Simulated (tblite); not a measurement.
Species: C4H10FNSi.
Z-matrix (Å and degrees, GFN2-xTB geometry), rows numbered from 1:
```
C 
C   1  1.5195
C   2  1.5368  1  113.44
Si  3  1.9083  2   87.67  1  -107.07
C   4  1.9128  3  120.53  2  -119.67
F   5  1.3825  4  109.33  3  -175.55
N   2  1.4624  1  113.19  3  -108.50
H   1  1.0876  2  109.72  3    51.78
H   1  1.0885  2  110.47  3   171.61
H   1  1.0873  2  110.38  3   -68.41
H   2  1.0964  1  109.38  3   128.09
H   3  1.0838  2  113.25  1    11.27
H   3  1.0851  2  112.77  1   134.86
H   4  1.4692  3  115.80  2   108.38
H   5  1.0915  4  113.42  3    65.97
H   5  1.0918  4  112.62  3   -58.17
H   7  1.0075  2  119.94  1   -49.87
```

Computed values, GFN2-xTB/tblite, gas phase, harmonic and unscaled. Against measured fundamentals such values can be off by several per cent, at times by over 20. Modes of hydrogen on silicon can be 10 to 20 % off. One conformer, not necessarily the lowest.

Harmonic wavenumbers (cm⁻¹): 39.4, 71.7, 116.4, 185.9, 222.5, 257.5, 355.1, 415.5, 479.3, 540.0, 575.0, 676.6, 702.6, 739.4, 763.8, 779.7, 889.5, 934.1, 959.4, 987.6, 1026.9, 1080.2, 1110.3, 1158.1, 1173.5, 1205.3, 1228.0, 1279.7, 1288.0, 1330.0, 1400.8, 1440.2, 1471.2, 1492.9, 1498.4, 2210.2, 2895.0, 2965.8, 2969.3, 3021.8, 3032.3, 3035.1, 3036.5, 3049.5, 3454.2.

A = 6175, B = 1069, C = 1013 MHz; mass 119.057 u (most abundant isotopes); point group C1, symmetry number 1.

Zero-point energy?

Half the sum of the wavenumbers: 29772 cm⁻¹ = 356.15 kJ/mol.

Give the ideal-gas entropy at 298.15 K and 1 bar in the rigid-rotor, harmonic-oscillator model (classical rotation).

Translation 168.47, rotation 118.26, vibration 103.09: S = 389.8 J/(mol K).

And Cp and H(298.15 K) − H(0)?

Cp = 142.58 J/(mol K), of which vibrations give 109.33 (their classical limit is 45 R = 374.2); H(298.15 K) − H(0) = 25.95 kJ/mol without the zero-point energy, 16.03 from vibrations.

Which modes carry the vibrational entropy at 298.15 K?

39.4 cm⁻¹: 22.13; 71.7 cm⁻¹: 17.18; 116.4 cm⁻¹: 13.22; 185.9 cm⁻¹: 9.49; 222.5 cm⁻¹: 8.11; 257.5 cm⁻¹: 7.02 J/(mol K); the other 39 give 25.94 together.

How do the functions run with temperature in this model?

| T (K) | S (J/(mol K)) | Cp (J/(mol K)) | H − H(0) (kJ/mol) | G − H(0) (kJ/mol) | ln q(vib) |
| --- | --- | --- | --- | --- | --- |
| 50 | 240.4 | 52.2 | 2.08 | -9.94 | 0.57 |
| 100 | 282.2 | 70.0 | 5.15 | -23.07 | 1.63 |
| 373.15 | 424.9 | 171.1 | 37.72 | -120.84 | 7.57 |
| 500 | 481.0 | 212.5 | 62.16 | -178.35 | 10.35 |
| 750 | 578.9 | 269.4 | 122.96 | -311.18 | 15.73 |
| 1000 | 661.7 | 306.3 | 195.22 | -466.53 | 20.78 |

q(vib) and H(0) count from the zero-point level.

Hindered rotation and anharmonicity are outside this model. Other conformers, if any are populated, would add a mixing term that is left out. The structure is chiral; the term R ln 2 for an equal mix with its mirror image is left out.
